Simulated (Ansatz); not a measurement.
Steps of a relaxation of `OC(O)(Cl)[SiH2]Cl` with RKS PBE0-D4/def2-TZVP.

```sh
$ ansatz run in.yaml --threads 4 --pin off --events-out ev --progress --plain --max-ram 10444MiB
```

```yaml
crystal:
  periodic: [false, false, false]
  atoms:
    - {symbol: O, position_ang: [-1.080987, 1.041930, 0.717809]}
    - {symbol: C, position_ang: [-0.382487, -0.126745, 0.520867]}
    - {symbol: O, position_ang: [-1.167290, -1.161409, 0.017049]}
    - {symbol: Cl, position_ang: [0.289375, -0.768522, 2.133922]}
    - {symbol: Si, position_ang: [1.194530, 0.219000, -0.524297]}
    - {symbol: Cl, position_ang: [0.458348, 0.391061, -2.483477]}
    - {symbol: H, position_ang: [-1.923353, 0.801659, 1.162749]}
    - {symbol: H, position_ang: [-1.280455, -0.965532, -0.939580]}
    - {symbol: H, position_ang: [1.877483, 1.486847, -0.122199]}
    - {symbol: H, position_ang: [2.097937, -0.969390, -0.479943]}
basis:
  gaussian: {orbitals: def2-TZVP}
hamiltonian: {xc: pbe0, dispersion: d4}
relax: {f_tol: 0.005, max_steps: 150}
```

Positions (Å) and forces (eV/Å) along the path, 10 of 10 steps:

```xyz
10
step=1 energy=-38106.7866 eV
O    -1.081    1.042    0.718   -0.439   -0.728    0.312
C    -0.382   -0.127    0.521    0.201   -0.008    0.117
O    -1.167   -1.161    0.017    0.154    0.573   -0.470
Cl    0.289   -0.769    2.134   -0.260    0.211   -0.511
Si    1.195    0.219   -0.524   -0.042   -0.042   -0.219
Cl    0.458    0.391   -2.483    0.225   -0.023    0.531
H    -1.923    0.802    1.163    0.568    0.235   -0.303
H    -1.280   -0.966   -0.940    0.007   -0.209    0.670
H     1.877    1.487   -0.122   -0.197   -0.275   -0.104
H     2.098   -0.969   -0.480   -0.217    0.267   -0.024
10
step=2 energy=-38106.8300 eV
O    -1.078    1.032    0.715   -0.114   -0.228    0.021
C    -0.375   -0.125    0.509    0.073   -0.076    0.315
O    -1.166   -1.156    0.024    0.085    0.240   -0.260
Cl    0.282   -0.758    2.113   -0.074    0.096   -0.244
Si    1.198    0.215   -0.525   -0.091    0.004   -0.092
Cl    0.488    0.400   -2.461    0.057    0.003    0.075
H    -1.908    0.794    1.161    0.177    0.088   -0.089
H    -1.305   -0.972   -0.920   -0.025   -0.110    0.234
H     1.857    1.480   -0.128   -0.039   -0.084    0.015
H     2.091   -0.962   -0.484   -0.049    0.068    0.024
10
step=3 energy=-38106.8380 eV
O    -1.074    1.026    0.706    0.010    0.039   -0.031
C    -0.371   -0.128    0.510    0.084   -0.061    0.099
O    -1.162   -1.158    0.029   -0.001   -0.028    0.007
Cl    0.293   -0.749    2.100   -0.036    0.040   -0.091
Si    1.187    0.215   -0.534    0.008    0.013    0.025
Cl    0.506    0.412   -2.471   -0.002    0.007   -0.010
H    -1.897    0.799    1.159   -0.060    0.016    0.042
H    -1.318   -0.979   -0.908   -0.043   -0.022   -0.032
H     1.841    1.466   -0.110    0.017    0.031    0.007
H     2.078   -0.956   -0.477    0.023   -0.035   -0.016
10
step=4 energy=-38106.8395 eV
O    -1.077    1.025    0.699   -0.020    0.041   -0.026
C    -0.372   -0.130    0.508    0.040   -0.036    0.030
O    -1.162   -1.164    0.033    0.007   -0.026   -0.002
Cl    0.294   -0.741    2.093   -0.003    0.001    0.008
Si    1.189    0.215   -0.533    0.000    0.006   -0.007
Cl    0.514    0.421   -2.470   -0.002    0.009   -0.017
H    -1.896    0.802    1.161   -0.016    0.011    0.019
H    -1.332   -0.988   -0.902   -0.020    0.000   -0.014
H     1.844    1.466   -0.104    0.006    0.007    0.010
H     2.080   -0.958   -0.482    0.007   -0.013   -0.002
10
step=5 energy=-38106.8403 eV
O    -1.080    1.023    0.687   -0.019    0.009   -0.011
C    -0.371   -0.133    0.507   -0.014   -0.001   -0.023
O    -1.158   -1.173    0.039    0.010   -0.022   -0.009
Cl    0.293   -0.730    2.094    0.008   -0.008    0.030
Si    1.190    0.215   -0.534    0.005    0.012   -0.016
Cl    0.522    0.439   -2.473   -0.001   -0.001    0.009
H    -1.894    0.806    1.163    0.016    0.005   -0.002
H    -1.345   -0.999   -0.894    0.001    0.015    0.015
H     1.848    1.462   -0.095    0.001   -0.009    0.007
H     2.079   -0.962   -0.490   -0.007    0.001   -0.001
10
step=6 energy=-38106.8408 eV
O    -1.085    1.020    0.670   -0.011   -0.024    0.006
C    -0.369   -0.135    0.504   -0.034    0.028   -0.041
O    -1.150   -1.184    0.043    0.010   -0.013   -0.001
Cl    0.292   -0.715    2.097    0.006   -0.008    0.028
Si    1.192    0.216   -0.536   -0.014   -0.015    0.003
Cl    0.522    0.457   -2.470    0.009    0.008    0.003
H    -1.892    0.810    1.162    0.024    0.001   -0.012
H    -1.357   -1.008   -0.885    0.016    0.023    0.026
H     1.856    1.455   -0.080   -0.002   -0.009   -0.010
H     2.074   -0.966   -0.501   -0.004    0.010   -0.001
10
step=7 energy=-38106.8409 eV
O    -1.090    1.013    0.660   -0.061    0.050   -0.015
C    -0.369   -0.137    0.501    0.057   -0.056    0.025
O    -1.139   -1.197    0.045   -0.010    0.039    0.008
Cl    0.293   -0.704    2.101    0.008   -0.006    0.005
Si    1.193    0.214   -0.537    0.010    0.004    0.004
Cl    0.530    0.469   -2.472    0.000    0.001    0.001
H    -1.893    0.808    1.159    0.021   -0.016   -0.003
H    -1.376   -0.998   -0.871   -0.010   -0.017   -0.023
H     1.858    1.449   -0.077    0.001    0.001   -0.003
H     2.076   -0.968   -0.505   -0.015    0.000    0.001
10
step=8 energy=-38106.8412 eV
O    -1.093    1.015    0.656   -0.002   -0.003    0.007
C    -0.369   -0.136    0.503   -0.007    0.010   -0.006
O    -1.140   -1.196    0.048   -0.001    0.005   -0.018
Cl    0.292   -0.700    2.103   -0.001    0.004   -0.006
Si    1.192    0.215   -0.537    0.008    0.002   -0.002
Cl    0.531    0.478   -2.471   -0.007   -0.004   -0.001
H    -1.893    0.807    1.160    0.007   -0.007   -0.005
H    -1.369   -1.008   -0.873    0.006   -0.002    0.021
H     1.863    1.447   -0.078    0.000   -0.007    0.007
H     2.068   -0.972   -0.509   -0.003    0.002    0.003
10
step=9 energy=-38106.8412 eV
O    -1.094    1.016    0.659    0.005    0.002    0.000
C    -0.369   -0.134    0.502   -0.007    0.010   -0.001
O    -1.140   -1.193    0.047   -0.001   -0.006   -0.012
Cl    0.294   -0.700    2.101    0.002    0.000    0.004
Si    1.193    0.216   -0.537   -0.008   -0.007    0.007
Cl    0.526    0.474   -2.471    0.006    0.002    0.003
H    -1.894    0.804    1.160    0.000   -0.003    0.000
H    -1.365   -1.007   -0.875    0.002    0.000    0.010
H     1.865    1.446   -0.076    0.000    0.002   -0.006
H     2.067   -0.972   -0.506    0.001    0.000   -0.005
10
step=10 energy=-38106.8413 eV
O    -1.095    1.015    0.657    0.002    0.000   -0.001
C    -0.369   -0.134    0.502   -0.002    0.004   -0.001
O    -1.139   -1.195    0.047    0.000    0.001   -0.003
Cl    0.294   -0.698    2.102    0.001    0.000    0.002
Si    1.193    0.215   -0.537   -0.003   -0.004    0.000
Cl    0.529    0.476   -2.471    0.000    0.002   -0.001
H    -1.895    0.803    1.159    0.000   -0.002   -0.001
H    -1.367   -1.007   -0.873    0.001   -0.001    0.003
H     1.866    1.446   -0.076    0.000    0.000   -0.001
H     2.066   -0.973   -0.509    0.000    0.000    0.002
```

Hardware: 4 threads of an Arm Neoverse V2 on a shared host. Wall time 62 s, peak host memory 0.74 GiB.
